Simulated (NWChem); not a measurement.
Species: CH5FSi; SMILES C[SiH2]F

```xyz
8

Si     0.4597     0.1495    -0.0001
C     -0.4677    -1.4769    -0.0006
F     -0.5895     1.3843     0.0000
H      1.3122     0.2696     1.2131
H      1.3127     0.2701    -1.2129
H     -1.1049    -1.5752    -0.8865
H      0.2407    -2.3149    -0.0020
H     -1.1033    -1.5768     0.8862
```
Atoms are numbered in this order, from 1.

Computed with NWChem. Pople sets run with spherical d functions. Structure relaxed at the B3LYP/6-31G* (spherical d) level. GIAO values for the isolated, static molecule; σ is the absolute isotropic shielding, δ = σ(reference) − σ with the isolated reference molecule computed at the same levels (13C: tetramethylsilane, 19F: trichlorofluoromethane, 1H: tetramethylsilane, 29Si: tetramethylsilane).

```csv
level,δ Si1 (ppm),δ C2 (ppm),δ F3 (ppm),δ H4 (ppm),δ H6 (rotor mean) (ppm),relative time
"LDA (Slater exchange, VWN5)/pcSseg-1",16.6,-1.3,-258.1,5.73,0.38,1
B3LYP/IGLO-III,-4.2,-1.0,-224.9,5.41,0.38,20
B3LYP/6-311G**,4.2,-1.1,-243.1,5.36,0.35,3
```

The last column is a rough cost ratio, cheapest run = 1.
